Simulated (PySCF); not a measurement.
First SCF of a structure search on quartet VH₂, at a hand-made linear geometry. PySCF input:

```python
from pyscf import gto, scf, dft
mol = gto.M(atom='''
V      0.000000     0.000000     0.000000
H      0.000000     0.000000     1.660000
H      0.000000     0.000000    -1.660000''',
    basis={'V': 'def2-TZVP', 'H': 'def2-TZVP'},
    charge=0, spin=3)
mf = dft.UKS(mol, xc='PBE0')
mf.grids.atom_grid = (50, 194)
aux = {'V': 'def2-universal-JKFIT', 'H': 'def2-universal-JKFIT'}
mf = mf.density_fit(auxbasis=aux)
mf.conv_tol = 1e-08
mf.diis_space = 10
mf.max_cycle = 60
mf.init_guess = 'minao'
mf.verbose = 4
mf.kernel()
```

Excerpt of the output (cycles alone):

```
init E= -944.402779744089
cycle= 1 E= -944.817851838853  delta_E= -0.415  |g|= 0.313  |ddm|= 1.59
cycle= 2 E= -944.808545953926  delta_E= 0.00931  |g|= 0.386  |ddm|= 0.527
cycle= 3 E= -944.858542263348  delta_E= -0.05  |g|= 0.0477  |ddm|= 0.27
cycle= 4 E= -944.859512967726  delta_E= -0.000971  |g|= 0.00439  |ddm|= 0.0374
cycle= 5 E= -944.859551687486  delta_E= -3.87e-05  |g|= 0.00109  |ddm|= 0.012
cycle= 6 E= -944.859554079176  delta_E= -2.39e-06  |g|= 0.000148  |ddm|= 0.00342
cycle= 7 E= -944.859554151727  delta_E= -7.26e-08  |g|= 3.6e-05  |ddm|= 0.000461
cycle= 8 E= -944.859554157515  delta_E= -5.79e-09  |g|= 1.73e-05  |ddm|= 0.00014
Extra cycle  E= -944.859554157618  delta_E= -1.03e-10  |g|= 2.04e-05  |ddm|= 3.71e-05
converged SCF energy = -944.859554157618  <S^2> = 3.7570521  2S+1 = 4.0035245
```

No lower solution of this spin was found from smeared starts or by a stability analysis within the unrestricted form.

With open d or f shells other occupations or spin states may lie lower.

The search for the lowest solution, 3 starts and the stability check together, took 44 s on 2 threads of a shared Intel Xeon @ 2.50GHz (Skylake/Cascade Lake) host, with 57 basis functions; the process peaked at 0.3 GiB. Launch command: `OMP_NUM_THREADS=2 python axn.py task.json out`.
